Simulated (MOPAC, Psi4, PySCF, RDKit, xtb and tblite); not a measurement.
Relaxed torsion scan: SMILES C[Si](C)(C)CC[SiH3]. Scanned: dihedral Si2–C5–C6–Si7; all other coordinates were relaxed at GFN2-xTB. Points at φ and −φ are mirror images.

Geometry of the scan point at 140° (Å):
```
23

C     -1.5264     0.2073     1.7976
Si    -1.0745     0.2807    -0.0559
C     -1.9203     1.7895    -0.8608
C     -1.6684    -1.3137    -0.9220
C      0.8224     0.4413    -0.2651
C      1.6248    -0.6765     0.4209
Si     3.1012    -1.2726    -0.6149
H     -2.5974     0.0964     1.9381
H     -1.2204     1.1112     2.3159
H     -1.0438    -0.6311     2.2907
H     -1.6127     2.7170    -0.3882
H     -3.0005     1.7230    -0.7774
H     -1.6778     1.8640    -1.9163
H     -1.2173    -2.1992    -0.4842
H     -2.7458    -1.4261    -0.8449
H     -1.4146    -1.3071    -1.9779
H      1.1727     1.4071     0.0995
H      1.0358     0.4396    -1.3369
H      0.9786    -1.5379     0.6037
H      1.9473    -0.3387     1.4061
H      4.0004    -0.1508    -0.8982
H      3.8309    -2.3143     0.1128
H      2.6002    -1.8159    -1.8807
```

Levels: GFN2-xTB (xtb and tblite); MMFF94 // GFN2-xTB (RDKit); PBE/def2-SVP // GFN2-xTB (Psi4); PBE-D3(BJ)/def2-SVP // GFN2-xTB (Psi4); UFF // GFN2-xTB (RDKit); PM6, restricted, heats of formation // GFN2-xTB (MOPAC); PM7, restricted, heats of formation // GFN2-xTB (MOPAC); RKS-B3LYP/6-31G* = restricted B3LYP/6-31G*, spherical d, density fitting // GFN2-xTB (PySCF 2.14.0); RHF/STO-3G = restricted Hartree-Fock/STO-3G // GFN2-xTB run with PySCF 2.14.0; RKS-BP86/6-31G* = restricted BP86/6-31G*, spherical d, density fitting // GFN2-xTB (PySCF); RHF/LANL2DZ = restricted Hartree-Fock/LANL2DZ, with its core potentials past Ne // GFN2-xTB in PySCF.

Least-squares fit of E(φ) = a0 + Σ (a_n cos nφ + b_n sin nφ), n = 1 to 4, to the 18 scan points, in kcal/mol above the lowest point of each profile (levels whose profile four harmonics don't fit are not listed):

| method | a0 | a1 | b1 | a2 | b2 | a3 | b3 | a4 | b4 | rms of fit |
|---|---|---|---|---|---|---|---|---|---|---|
| GFN2-xTB | 2.09 | 1.43 | 0.00 | 0.80 | 0.00 | 1.54 | 0.00 | 0.11 | 0.00 | 0.08 |
| MMFF94 | 3.83 | 3.65 | 0.00 | 2.09 | 0.00 | 2.07 | 0.00 | -0.20 | 0.00 | 0.16 |
| PBE/def2-SVP | 2.25 | 1.65 | 0.00 | 0.51 | 0.00 | 1.18 | 0.00 | 0.14 | 0.00 | 0.17 |
| PBE-D3(BJ)/def2-SVP | 1.74 | 1.16 | 0.00 | 0.59 | 0.00 | 1.26 | 0.00 | 0.17 | 0.00 | 0.18 |
| UFF | 4.62 | 4.26 | 0.00 | 2.22 | 0.00 | 2.54 | 0.00 | 0.10 | 0.00 | 0.24 |
| PM6 | 0.90 | 0.84 | 0.00 | 0.42 | 0.00 | 0.50 | 0.00 | 0.08 | 0.00 | 0.09 |
| PM7 | 1.48 | 1.70 | 0.00 | 1.09 | 0.00 | 0.61 | 0.00 | -0.26 | 0.00 | 0.06 |
| RKS-B3LYP/6-31G* | 2.86 | 2.21 | 0.00 | 0.55 | 0.00 | 1.25 | 0.00 | 0.12 | 0.00 | 0.13 |
| RHF/STO-3G | 3.60 | 2.82 | 0.00 | 0.91 | 0.00 | 1.73 | 0.00 | 0.10 | 0.00 | 0.10 |
| RKS-BP86/6-31G* | 2.75 | 2.05 | 0.00 | 0.45 | 0.00 | 1.23 | 0.00 | 0.14 | 0.00 | 0.13 |
| RHF/LANL2DZ | 3.41 | 2.88 | 0.00 | 0.78 | 0.00 | 1.34 | 0.00 | 0.11 | 0.00 | 0.11 |

MMFF94 has few fitted parameters for silicon.
